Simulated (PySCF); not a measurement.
**[TaO2(OH)2]− at several levels of theory**

Computed with PySCF 2.14.0 (density fitting, no spin-orbit coupling) at the geometry relaxed with TPSS:

```xyz
7
[TaO2(OH)2]− (singlet)
Ta    0.0000    0.0000   -0.1809
O     0.8766    1.1866    0.8440
O    -0.8766   -1.1866    0.8440
O     1.3051   -1.0198   -1.3061
H     1.1909   -1.9847   -1.2777
O    -1.3051    1.0198   -1.3061
H    -1.1909    1.9847   -1.2777
```

```json
{"level": "TPSS", "basis": "Ta def2-SVP with ECP60, O def2-SVP, H def2-SVP", "state": "singlet", "HOMO (eV)": "-0.54", "gap (eV)": "4.26", "charge on Ta1 (e)": "0.63", "dipole about the centre of mass (D)": "3.07", "largest force component (eV/Å)": "0.03"}
{"level": "PBE0", "basis": "the same", "state": "singlet", "HOMO (eV)": "-2.06", "gap (eV)": "6.28", "charge on Ta1 (e)": "0.75", "dipole about the centre of mass (D)": "3.18", "largest force component (eV/Å)": "0.86"}
{"level": "wB97X", "basis": "the same", "state": "singlet", "HOMO (eV)": "-4.47", "gap (eV)": "10.45", "charge on Ta1 (e)": "0.75", "dipole about the centre of mass (D)": "3.25", "largest force component (eV/Å)": "1.28"}
{"level": "PBE", "basis": "the same", "state": "singlet", "HOMO (eV)": "-0.46", "gap (eV)": "3.97", "charge on Ta1 (e)": "0.48", "dipole about the centre of mass (D)": "3.01", "largest force component (eV/Å)": "0.08"}
{"level": "TPSS", "basis": "Ta def2-TZVP with ECP60, O def2-TZVP, H def2-TZVP", "state": "singlet", "HOMO (eV)": "-0.77", "gap (eV)": "4.28", "charge on Ta1 (e)": "1.24", "dipole about the centre of mass (D)": "3.08", "largest force component (eV/Å)": "0.25"}
{"level": "TPSS", "basis": "Ta x2c-SVPall, O x2c-SVPall, H x2c-SVPall", "state": "singlet", "HOMO (eV)": "-0.77", "gap (eV)": "4.25", "charge on Ta1 (e)": "0.53", "dipole about the centre of mass (D)": "2.98", "largest force component (eV/Å)": "0.67"}
```

Charges are Mulliken's, which hang on the basis. The relaxation used the grid (50, 194), these runs (75, 302) or, all-electron (x2c bases, spin-free X2C Hamiltonian), (99, 590).

What does TPSSh with Ta def2-SVP with ECP60, O def2-SVP, H def2-SVP give here?

state singlet, HOMO (eV) -1.17, gap (eV) 5.15, charge on Ta1 (e) 0.72, dipole about the centre of mass (D) 3.14, largest force component (eV/Å) 0.36. Time: 4.7 s on 2 threads of AMD EPYC 9R45 96-Core Processor (Zen 5), on a shared host, from an already converged density.

In the first row's basis the gap widens with exact exchange: 4.0 to 4.3 eV for PBE, TPSS (none); 5.2 to 6.3 eV for TPSSh, PBE0 (a fixed share); 10.5 eV for wB97X (rising or full at long range).

No frequency check is given that shows the relaxed geometry to be a minimum.
